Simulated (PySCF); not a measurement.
## Electronic structure of Co (cobalt, neutral) at the UHF level

Configuration: [Ar] 3d7 4s2, high-spin 4F determinant. Calculation: PySCF 2.14, in aug-cc-pVDZ-DK (7s6p4d2f, 59 functions); scalar relativity by spin-free X2C-1e.

| Quantity | Value |
| --- | --- |
| Total energy | -1391.879283 hartree |
| One-electron energy | -1927.2741 hartree |
| Hartree (Coulomb) energy | 594.0292 hartree |
| Exchange energy | -58.6344 hartree |
| ⟨S²⟩ | 3.7602 |
| ⟨L²⟩ | 12.026 |
| Sum of ⟨r⟩ | 21.83 bohr |
| Sum of ⟨r²⟩ | 38.91 bohr² |
| Langevin diamagnetic susceptibility | -30.8 ×10⁻⁶ cm³/mol |
| Time after the integrals | 0.44 s of wall time on 1 thread of Neoverse-V1 (shared host) |

```tsv
shell	electrons	mean orbital energy (eV)	spread (eV)	rms radius, mean of both spins (bohr)
1s α	1	-7776.1	0	0.0648
1s β	1	-7776.0	0	0.0648
2s α	1	-966.38	0	0.276
2s β	1	-963.62	0	0.276
2p α	3	-824.04	0	0.249
2p β	3	-821.30	0	0.249
3s α	1	-129.61	0	0.831
3s β	1	-122.00	0	0.831
3p α	3	-86.992	0	0.890
3p β	3	-77.867	0	0.890
3d α	5	-19.182	1.375	1.17
3d β	2	-15.495	0	1.17
4s α	1	-7.793	0	3.37
4s β	1	-7.039	0	3.37
```

Densities and radii are taken from the X2C orbitals without a picture-change correction, which distorts them close to the nucleus.
